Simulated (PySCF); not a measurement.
## Ta⁷¹⁺ (tantalum, charge +71): Hartree-Fock from Schrödinger to Dirac-Coulomb-Breit

Occupied: 1s1/2. Hartree-Fock calculated with PySCF 2.14 in an uncontracted even-tempered set (16 s from 19 bohr⁻², ratio 2.7; 13 p from 23 bohr⁻², ratio 2.7), Gaussian nucleus throughout. NR is non-relativistic, sf-X2C the spin-free one-electron X2C Hamiltonian, X2C adds the bare one-electron spin-orbit term, X2C-SNSO screens it by Boettger's factors, DC is four-component Dirac-Coulomb, and the Gaunt and Breit terms are added at first order (total energies over the DC spinors, levels after relaxing the spinors in that mean field). QED terms are absent. Levels marked empty are virtual spinors of this ion.

| level (eV) | NR | sf-X2C | X2C | X2C-SNSO |
| --- | --- | --- | --- | --- |
| 1s1/2 | -71262.3 | -77043.1 | -77043.1 | -77043.1 |
| 2s1/2 (empty) | -17340.6 | -19112.7 | -19112.7 | -19112.7 |
| 2p1/2 (empty) | -17204.3 | -17903.9 | -18950.3 | -18933.4 |
| 2p3/2 (empty) | -17204.3 | -17903.9 | -17487.1 | -17492.5 |
| 3s1/2 (empty) | -7651.8 | -8275.4 | -8275.4 | -8275.4 |

Question: Where do the four-component calculations put these levels?

Answer: 1s1/2: DC -77120.0, DC+Gaunt -76968.1, DC+Breit -76968.1; 2s1/2 (empty): DC -19121.5, DC+Gaunt -19104.2, DC+Breit -19106.3; 2p1/2 (empty): DC -18929.6, DC+Gaunt -18893.3, DC+Breit -18898.4; 2p3/2 (empty): DC -17498.3, DC+Gaunt -17480.9, DC+Breit -17486.0; 3s1/2 (empty): DC -8278.0, DC+Gaunt -8273.0, DC+Breit -8273.7 (eV).

```json
{"Hamiltonian": "NR", "E (hartree)": "-5283.0807", "E − E(DC) (hartree)": "436.3005", "CPU seconds": "0.33"}
{"Hamiltonian": "sf-X2C", "E (hartree)": "-5716.5338", "E − E(DC) (hartree)": "2.8475", "CPU seconds": "0.2"}
{"Hamiltonian": "X2C", "E (hartree)": "-5716.5338", "E − E(DC) (hartree)": "2.8475", "CPU seconds": "0.2"}
{"Hamiltonian": "X2C-SNSO", "E (hartree)": "-5716.5338", "E − E(DC) (hartree)": "2.8475", "CPU seconds": "0.2"}
{"Hamiltonian": "DC", "E (hartree)": "-5719.3812", "E − E(DC) (hartree)": "0.0000", "CPU seconds": "3.6"}
{"Hamiltonian": "DC+Gaunt", "E (hartree)": "-5713.7583", "E − E(DC) (hartree)": "5.6229", "CPU seconds": "5.8"}
{"Hamiltonian": "DC+Breit", "E (hartree)": "-5713.7583", "E − E(DC) (hartree)": "5.6229", "CPU seconds": "54"}
```

Weight of the small component: 1s1/2 0.0761, 2s1/2 0.0188, 2p1/2 0.0187, 2p3/2 0.0172, 3s1/2 0.00822.

Koopmans' value for the highest occupied level at DC+Breit: 76968.1 eV, against an ionisation energy of 76852 ± 0.17 eV (theoretical estimate listed by NIST; NIST Atomic Spectra Database, ionization energies); the former lacks relaxation, correlation, QED and recoil.

The whole ladder took 65 s of wall time on 1 thread of Neoverse-N1 (shared host), launched as `OMP_NUM_THREADS=1 python relrun2.py TASK.json OUT` (a driver that calls PySCF for each Hamiltonian).
